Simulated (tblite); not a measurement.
Record of a relaxation.

Compound: C5H14BNO.
SMILES with atom numbers: `[BH3-:1][N@+:2]1([CH3:3])[CH2:4][CH2:5][C@@H:6]1[O:7][CH3:8]` (hydrogens: H9, H10, H11 on B1; H12, H13, H14 on C3; H15, H16 on C4; H17, H18 on C5; H19 on C6; H20, H21, H22 on C8)

Computed with GFN2-xTB (tblite), gas phase: L-BFGS steps from a force-field or distance-geometry start until the largest atomic force falls under 0.01 eV/Å. 4 of its 155 geometries are shown.

Step 0: E = -707.6148 eV, largest atomic force 2.386 eV/Å
```
atom  x, y, z in Å  |  force x, y, z in eV/Å
B1     -1.167   -0.432    1.301   -0.541  -1.108   2.043
N2     -0.700    0.421    0.110    0.733   1.262  -0.277
C3     -0.347    1.751    0.485   -0.456   1.249   0.829
C4     -1.452    0.200   -1.084   -1.656  -1.309  -0.792
C5     -0.639   -1.089   -1.241    0.196  -0.337  -2.212
C6      0.424   -0.241   -0.565   -0.400  -1.728   1.280
O7      1.216   -0.867    0.363    1.498   0.207  -0.819
C8      2.571   -0.529    0.282    1.080  -1.035  -0.300
H9     -1.631    0.248    2.178    0.018   0.145  -0.193
H10    -0.201   -1.020    1.680   -0.521   0.159   0.667
H11    -1.963   -1.254    1.009   -0.502  -0.024  -0.299
H12    -0.912    2.463   -0.149    0.464  -0.032   0.494
H13     0.734    1.863    0.377   -0.187   0.423  -0.012
H14    -0.595    1.867    1.562    0.101   0.357  -0.742
H15    -2.540    0.038   -0.968    0.476   0.550  -0.023
H16    -1.153    0.877   -1.897   -0.539   0.113   0.191
H17    -0.417   -1.333   -2.298   -0.142  -0.394   0.489
H18    -0.977   -1.949   -0.637    0.288   0.697  -0.480
H19     0.897    0.447   -1.262    0.495  -0.025  -0.008
H20     3.088   -1.105    1.085   -0.364   0.548  -0.514
H21     2.781    0.536    0.367   -0.076   0.130   0.228
H22     2.973   -0.873   -0.702    0.035   0.153   0.450
```

Step 51: E = -708.9031 eV, largest atomic force 0.123 eV/Å
```
atom  x, y, z in Å  |  force x, y, z in eV/Å
B1     -1.000   -0.335    1.502   -0.010   0.049   0.032
N2     -0.575    0.403    0.084    0.052   0.013  -0.049
C3     -0.316    1.815    0.348    0.034   0.009   0.026
C4     -1.570    0.100   -0.968    0.017   0.016   0.037
C5     -0.641   -0.956   -1.558   -0.058   0.004  -0.026
C6      0.468   -0.343   -0.704   -0.014  -0.024  -0.090
O7      1.243   -1.258   -0.041    0.019   0.056  -0.017
C8      2.484   -0.769    0.416    0.015   0.049   0.050
H9     -2.048    0.173    1.769   -0.023  -0.014   0.030
H10    -0.151   -0.059    2.294    0.040  -0.052  -0.030
H11    -1.080   -1.496    1.286   -0.048  -0.054   0.004
H12    -0.971    2.456   -0.243    0.016  -0.033  -0.024
H13     0.720    2.066    0.116    0.011   0.024  -0.018
H14    -0.494    2.008    1.400    0.003   0.117   0.038
H15    -2.513   -0.243   -0.554   -0.038  -0.012  -0.008
H16    -1.735    0.946   -1.644    0.014  -0.043   0.075
H17    -0.496   -0.930   -2.632    0.038  -0.055  -0.080
H18    -0.864   -1.963   -1.221   -0.017  -0.002  -0.009
H19     1.095    0.379   -1.262   -0.064  -0.033   0.021
H20     2.950   -1.571    0.983   -0.014  -0.067  -0.048
H21     2.365    0.097    1.071   -0.035   0.021   0.025
H22     3.116   -0.500   -0.441    0.063   0.032   0.061
```

Step 103: E = -709.0462 eV, largest atomic force 0.165 eV/Å
```
atom  x, y, z in Å  |  force x, y, z in eV/Å
B1     -0.878   -0.329    1.535    0.029   0.001   0.008
N2     -0.549    0.378    0.076    0.042  -0.021   0.022
C3     -0.231    1.780    0.275    0.049   0.000   0.057
C4     -1.609    0.089   -0.910    0.005  -0.014   0.005
C5     -0.729   -0.972   -1.573    0.023   0.025  -0.016
C6      0.435   -0.365   -0.790    0.005   0.016  -0.011
O7      1.282   -1.273   -0.216    0.025   0.060  -0.019
C8      2.387   -0.716    0.472   -0.060  -0.006  -0.050
H9     -1.907    0.159    1.907    0.079   0.075  -0.094
H10     0.040   -0.052    2.252   -0.106  -0.058  -0.022
H11    -0.991   -1.490    1.320    0.050  -0.033   0.057
H12    -0.298    2.353   -0.656   -0.031  -0.054  -0.022
H13     0.788    1.848    0.646    0.039   0.088   0.134
H14    -0.902    2.210    1.019    0.007  -0.048  -0.094
H15    -2.529   -0.241   -0.438   -0.037  -0.008  -0.066
H16    -1.783    0.949   -1.563   -0.117  -0.043   0.030
H17    -0.634   -0.931   -2.655   -0.054  -0.040   0.000
H18    -0.936   -1.989   -1.249    0.002   0.109   0.024
H19     1.001    0.383   -1.379    0.008  -0.015  -0.014
H20     3.097   -1.522    0.624   -0.004  -0.123   0.077
H21     2.066   -0.309    1.434    0.068   0.012   0.004
H22     2.869    0.063   -0.130   -0.023   0.075  -0.009
```

Step 154: E = -709.0875 eV, largest atomic force 0.010 eV/Å
```
atom  x, y, z in Å  |  force x, y, z in eV/Å
B1     -0.845   -0.321    1.544    0.000   0.002   0.010
N2     -0.532    0.378    0.083    0.003  -0.001  -0.001
C3     -0.261    1.790    0.277    0.001  -0.003   0.001
C4     -1.615    0.077   -0.879    0.003   0.001  -0.002
C5     -0.723   -0.940   -1.588    0.007   0.000   0.000
C6      0.448   -0.342   -0.805    0.001   0.002   0.001
O7      1.283   -1.270   -0.246   -0.004  -0.001   0.000
C8      2.403   -0.751    0.443   -0.001  -0.001  -0.002
H9     -1.861    0.197    1.901   -0.007  -0.002   0.003
H10     0.068   -0.053    2.264    0.004  -0.003   0.001
H11    -0.964   -1.487    1.353    0.000   0.004   0.001
H12    -0.093    2.298   -0.679   -0.003  -0.001  -0.002
H13     0.618    1.909    0.907   -0.001  -0.001  -0.003
H14    -1.109    2.244    0.784    0.001  -0.001  -0.006
H15    -2.507   -0.307   -0.392    0.000   0.000  -0.004
H16    -1.863    0.942   -1.498   -0.004   0.004   0.003
H17    -0.661   -0.882   -2.671    0.003   0.001  -0.001
H18    -0.907   -1.962   -1.274    0.005   0.000   0.003
H19     1.020    0.410   -1.381   -0.003   0.001   0.003
H20     3.034   -1.606    0.676   -0.002   0.000  -0.004
H21     2.099   -0.261    1.370    0.000  -0.002  -0.003
H22     2.957   -0.044   -0.188   -0.002  -0.001   0.001
```

Task: Summarise the path.

Result: The energy falls by 1.4727 eV from step 0 to step 154; nine tenths of that is first reached at step 68. It rises by more than 0.2 meV at step 33. The largest force goes from 2.386 to 0.010 eV/Å. Among the bonds B1–N2 changes most, from 1.538 to 1.650 Å; the atoms move by 0.725 Å rms after alignment.

Task: Follow the three bonds and two angles with the largest change from start to end.

Result: 
```csv
step,E above end (eV),largest force (eV/Å),B1–N2 (Å),N2–C4 (Å),N2–C6 (Å),N2–C6–O7 (°),N2–B1–H9 (°)
0,1.4727,2.386,1.538,1.429,1.469,109.7,111.6
7,0.6046,0.380,1.710,1.479,1.490,115.9,105.2
13,0.4938,0.318,1.726,1.483,1.503,119.4,106.6
20,0.4540,0.143,1.691,1.477,1.504,118.9,105.6
27,0.4169,0.262,1.670,1.475,1.501,117.8,104.3
33,0.3420,0.499,1.698,1.487,1.496,116.8,100.3
40,0.2444,0.170,1.661,1.482,1.501,117.9,103.0
47,0.2064,0.165,1.647,1.479,1.503,117.7,103.5
54,0.1778,0.100,1.665,1.478,1.508,118.0,103.5
60,0.1665,0.105,1.661,1.479,1.507,117.9,103.3
67,0.1485,0.103,1.652,1.478,1.509,118.8,104.0
74,0.1333,0.090,1.655,1.481,1.507,118.2,103.6
80,0.1265,0.067,1.656,1.480,1.507,118.4,103.8
87,0.1211,0.057,1.658,1.479,1.505,118.2,102.9
94,0.1046,0.181,1.656,1.479,1.507,117.5,104.2
100,0.0627,0.400,1.651,1.482,1.505,118.9,105.1
107,0.0173,0.127,1.652,1.480,1.504,119.6,104.7
114,0.0086,0.052,1.651,1.479,1.505,119.2,103.7
121,0.0055,0.048,1.653,1.479,1.505,119.2,103.9
127,0.0038,0.031,1.651,1.479,1.505,119.1,104.0
134,0.0023,0.040,1.650,1.479,1.505,119.2,103.9
141,0.0008,0.024,1.651,1.479,1.505,118.8,104.0
147,0.0003,0.019,1.651,1.479,1.505,118.8,103.9
154,0.0000,0.010,1.650,1.479,1.506,118.8,104.0
```

What follows is the cost of the whole relaxation. Time: 1.8 s. Hardware: one thread of an Arm Neoverse N1 (shared host).
